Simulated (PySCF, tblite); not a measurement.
Calculations on `C#CC[C@@]1(F)O[CH2][GeH2]1`, in the order of a workflow; each names the level of the geometry that it ran on. Settings lines and outputs come from a driver script.

Species: C₅H₇FGeO.
Atom-mapped SMILES: `[CH:1]#[C:2][CH2:3][C@@:4]1([F:5])[O:6][CH2:7][GeH2:8]1` (hydrogens: H9 on C1; H10, H11 on C3; H12, H13 on C7; H14, H15 on Ge8)

Step 1: GFN2-xTB geometry optimisation, gas phase (tblite 0.8.0) (from a force-field or distance-geometry start)
```json
{"job": {"kind": "relax", "xc": "GFN2-xTB", "basis": "xTB"}, "charge": 0, "multiplicity": 1}
```
```
step      E/eV     max force
  0    -676.69608    2.600
  1    -676.74591    5.940
  2    -676.88391    1.495
...
101    -677.22691    0.017
102    -677.22695    0.018
103    -677.22698    0.013
104    -677.22700    0.010
105    -677.22701    0.009
```

Energy lowered by 12.2 kcal/mol over 105 steps; largest atomic force 0.009 eV/Å at the end. «max force» is the largest atomic force in eV/Å.

The run took 0.71 s of wall time on one thread, Arm Neoverse V1 (aarch64), shared host.

Step 2: GFN2-xTB harmonic vibrations, gas phase (tblite 0.8.0) (on the GFN2-xTB geometry)
```json
{"job": {"kind": "ir", "xc": "GFN2-xTB", "basis": "xTB"}, "charge": 0, "multiplicity": 1}
```
```
(table of modes left out)
```

39 modes from 46 to 3395 cm⁻¹ (unscaled, harmonic); zero-point energy 61.2 kcal/mol; all wavenumbers are real at this level.

Hardware: an Arm Neoverse V1 with one thread, no GPU, on a shared host. Cost: 0.51 s of wall time.

Step 3: TDDFT PBE0/def2-SVPD, vertical, gas phase, core orbitals frozen in the response (PySCF 2.14.0, density-fitted response routines) (on the GFN2-xTB geometry)
```json
{"job": {"kind": "uv", "xc": "PBE0", "basis": "def2-SVPD", "nstates": 8, "ntriplets": 3}, "charge": 0, "multiplicity": 1}
```
```
...
Static polarisability (au): isotropic 88.927, principal 79.012 90.231 97.540
Singlet excitations
state   eV       nm        f      main configurations
  1   6.1933    200.2   0.02108   H->L 0.70, H-1->L 0.21
  2   6.6391    186.7   0.04103   H-1->L 0.40, H-2->L 0.28, H->L 0.20
  3   6.6800    185.6   0.00764   H-2->L+2 0.27, H-1->L 0.20, H-1->L+2 0.13
  4   6.7716    183.1   0.00174   H-2->L 0.53, H-1->L 0.16
  5   6.8753    180.3   0.01875   H-3->L 0.84
  6   7.0023    177.1   0.00212   H-2->L+4 0.19, H-2->L+2 0.13, H-1->L+4 0.12
  7   7.0762    175.2   0.00153   H-3->L+4 0.24, H-2->L+4 0.17, H-1->L+4 0.15
  8   7.2735    170.5   0.01423   H-4->L 0.71, H->L+1 0.22
Triplet excitations (Tamm-Dancoff, eV): 5.4292 5.5038 5.9266
```

HOMO -7.87 eV, LUMO -0.38 eV; lowest singlet 6.19 eV; lowest triplet 5.43 eV (Tamm–Dancoff); mean polarisability 88.9 au.

The run took 84 s of wall time (with the writing of density and orbital grids) on one thread, Arm Neoverse V1 (aarch64), no GPU, shared host with 32 logical CPUs at a one-minute load of 30, and the process peaked at 0.96 GiB of memory.

Geometry of the electronic-property runs (GFN2-xTB):
```
atom  x, y, z in Å
C1     2.5791    0.2951   -1.2637
C2     1.8518   -0.5093   -0.7567
C3     0.9158   -1.4298   -0.1496
C4    -0.3809   -0.7046    0.1567
F5    -1.3934   -1.6698    0.3400
O6    -0.3044    0.0747    1.2962
C7    -1.2648    1.1218    1.1074
Ge8   -1.2558    0.7978   -0.8743
H9     3.2539    0.9692   -1.7007
H10    0.7047   -2.2581   -0.8307
H11    1.3268   -1.8255    0.7837
H12   -0.8683    2.0473    1.5259
H13   -2.2070    0.8755    1.6058
H14   -2.5683    0.4977   -1.5733
H15   -0.3936    1.7261   -1.6998
```

 (This holds for the electronic-property runs.)

One conformer stands for the species.
